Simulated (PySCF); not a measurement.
CH2F, SMILES [CH2]F (connectivity only; charge and spin as stated), charge +1, multiplicity 1. Atoms are numbered in the order given.

```xyz
4

C      0.0000     0.0000    -0.5899
F      0.0000     0.0000     0.6356
H      0.0000     0.9768    -1.0904
H      0.0000    -0.9768    -1.0904
```
Charge +1, spin multiplicity 1.

Coordinates come from a PBE0-D3(BJ)/def2-TZVPD optimisation. The multiplicity is an assumed one; other spin states were not compared. The isomer is the one that the SMILES or the coordinates give; other isomers of the formula were not compared.

Computed with PySCF with PBE/def2-TZVPD.

Symmetry labels are those of the subgroup C2v that the program uses (full group C2v).

Computed valence orbital energies around the gap with their symmetry:
```json
[
 {"orbital": "HOMO−7", "symmetry": "A1", "energy (eV)": "-671.65"},
 {"orbital": "HOMO−6", "symmetry": "A1", "energy (eV)": "-282.74"},
 {"orbital": "HOMO−5", "symmetry": "A1", "energy (eV)": "-42.48"},
 {"orbital": "HOMO−4", "symmetry": "A1", "energy (eV)": "-26.58"},
 {"orbital": "HOMO−3", "symmetry": "B2", "energy (eV)": "-22.83"},
 {"orbital": "HOMO−2", "symmetry": "A1", "energy (eV)": "-22.80"},
 {"orbital": "HOMO−1", "symmetry": "B1", "energy (eV)": "-22.02"},
 {"orbital": "HOMO", "symmetry": "B2", "energy (eV)": "-18.01"},
 {"orbital": "LUMO", "symmetry": "B1", "energy (eV)": "-13.22"},
 {"orbital": "LUMO+1", "symmetry": "A1", "energy (eV)": "-6.05"},
 {"orbital": "LUMO+2", "symmetry": "A1", "energy (eV)": "-5.72"},
 {"orbital": "LUMO+3", "symmetry": "B2", "energy (eV)": "-4.42"}
]
```
